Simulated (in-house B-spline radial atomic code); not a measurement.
The numbers below are computed, except where a source is named.
**Be ion on Hf atom: potential, deflection and energy transfer**

The pair potential comes from two frozen, spherical free-atom densities (PBE, B-spline radial code, scalar-relativistic past argon): electrostatics plus the change in Thomas-Fermi kinetic and Dirac exchange energy where they overlap, the recipe behind the universal ZBL potential, which averages such potentials (from solid-state densities) over many pairs. It is written V = (Z1 Z2 e²/r) φ(r/a), with e² = 14.3996 eV·Å and a = 0.46850 Å/(Z1^0.23 + Z2^0.23); ZBL's fit is φ = 0.18175 e^(−3.1998x) + 0.50986 e^(−0.94229x) + 0.28022 e^(−0.4029x) + 0.02817 e^(−0.20162x). Where φ falls below 4e-4 it is continued as an exponential.

Masses 9.01 and 178.49 u.

```csv
x = r/a,"φ, this pair","φ, ZBL"
0.1,0.8719,0.8928
0.25,0.7388,0.7647
0.5,0.5863,0.6096
1,0.397,0.4164
1.5,0.2851,0.2995
2,0.2082,0.2218
3,0.1206,0.1292
4,0.07454,0.08026
5,0.04814,0.05224
6.5,0.02719,0.02914
8,0.01655,0.01705
10,0.009248,0.008778
12,0.005427,0.00474
14.5,0.002754,0.002328
17,0.001292,0.001212
```

At x = 4 the electrostatic, kinetic and exchange parts are 226.26, 485.91 and -44.13 eV. Find r, V and φ.

a = 0.46850/(1.3755 + 2.6742) = 0.11569 Å, so r = 0.46275 Å. V = 226.26 + 485.91 + (-44.13) = 668.04 eV. The bare repulsion is 4 × 72 × 14.3996/0.46275 = 8961.8 eV, so φ = 0.0745, -7.1 % against ZBL's 0.0803. The kinetic (Pauli) term is 73 % of V here.

The ion comes in at 3.766 keV with impact parameter 0.5784 Å. The scattering integral gives a centre-of-mass angle of 9.963° and a closest approach of 5.224 a. What are the reduced energy, the energy passed on and the laboratory angles?

ε = E a M2/(Z1 Z2 e² (M1 + M2)) = 3766 × 2.6556e-05 = 0.1. The most that one collision can pass on is γE with γ = 4 M1 M2/(M1 + M2)² = 0.1830. Here T = γE sin²(θ/2) = 0.1830 × 3766 × 0.00754 = 5.196 eV. The ion turns by arctan(sin θ/(cos θ + M1/M2)) = 9.5°, and the struck atom leaves at (180° − θ)/2 = 85.0°. The closest approach is 0.604 Å. With ZBL the angle would be 10.78° and T = 6.083 eV.
